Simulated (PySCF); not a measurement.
# Deuteron quadrupole couplings in `C=C(C)[C@@]1(Cl)[C@@H]2[C@@H](Cl)[C@@H]21`

C₇H₈Cl₂.
Structure used (GFN2-xTB), in Å, numbered top down from 1:
```xyz
17
C7H8Cl2 angstrom
C     -1.3746    1.6045   -0.4955
C     -1.0917    0.3376   -0.2348
C     -2.1045   -0.6622    0.2296
C      0.2835   -0.2040   -0.4237
Cl     0.3263   -1.2118   -1.9148
C      1.4935    0.5806   -0.0589
C      2.4306   -0.5738    0.0691
Cl     3.8356   -0.3466    1.0958
C      1.1015   -0.6327    0.7443
H     -2.3707    1.9923   -0.3704
H     -0.6302    2.2965   -0.8484
H     -2.1377   -1.5025   -0.4619
H     -1.8291   -1.0516    1.2090
H     -3.0909   -0.2118    0.2910
H      1.6375    1.6150    0.1666
H      2.6632   -1.2101   -0.7753
H      0.8507   -0.8074    1.7684
```

Level: PBE0/pcSseg-1 (PySCF, non-relativistic); Q(2H) = 0.00286 b; rigid geometry, the same for H and D, with no vibrational averaging.

Problem. Rank these positions by the coupling χzz of a deuteron there, largest first.
A. H12 (methyl hydrogen)
B. H11 (vinylic hydrogen)
C. H17 (methine hydrogen)
D. H14 (methyl hydrogen)

Solution. C (237 kHz), B (227 kHz), D (213 kHz), A (207 kHz).

Problem. Give the electric field gradient Vzz (the principal value of largest size), its asymmetry and the 2H coupling at each hydrogen.

Solution. 
| atom | bonded to | bond length (Å) | Vzz (au) | η | χzz (kHz) |
| --- | --- | --- | --- | --- | --- |
| H10 | C1 | 1.076 | 0.3374 | 0.05 | 227 |
| H11 | C1 | 1.076 | 0.3379 | 0.06 | 227 |
| H12 | C3 | 1.089 | 0.3081 | 0.03 | 207 |
| H13 | C3 | 1.089 | 0.3119 | 0.04 | 210 |
| H14 | C3 | 1.086 | 0.3164 | 0.03 | 213 |
| H15 | C6 | 1.068 | 0.3530 | 0.05 | 237 |
| H16 | C7 | 1.083 | 0.3098 | 0.10 | 208 |
| H17 | C9 | 1.069 | 0.3526 | 0.06 | 237 |

Problem. How does χzz go with the bond length over the 8 C–H bonds?

Solution. A straight-line fit has a slope of -14.7 kHz for each 0.01 Å, with a correlation coefficient of -0.96, over lengths from 1.068 to 1.089 Å. The longer bonds have the smaller couplings here.

Problem. A static deuteron (I = 1) shows a doublet split by (3/2)χ, (3/4)χ(1 + η) and (3/4)χ(1 − η) with the field along z, y and x of the gradient. What are these for H15?

Solution. With |χ| = 237.3 kHz and η = 0.054: 356, 188 and 168 kHz, to first order and without motion.

One conformer (not necessarily the lowest) at the GFN2-xTB geometry, without solvent, vibrations or thermal averaging. GFN2-xTB bond lengths can be off by several hundredths of an ångström, more for odd bonds, and the gradients follow them. With a basis this small, the couplings can be 20 % off.

The run behind these numbers computed NMR shieldings as well. Time: 93 s; peak memory 0.94 GiB. Hardware: an AMD EPYC with one thread, no GPU, shared host.
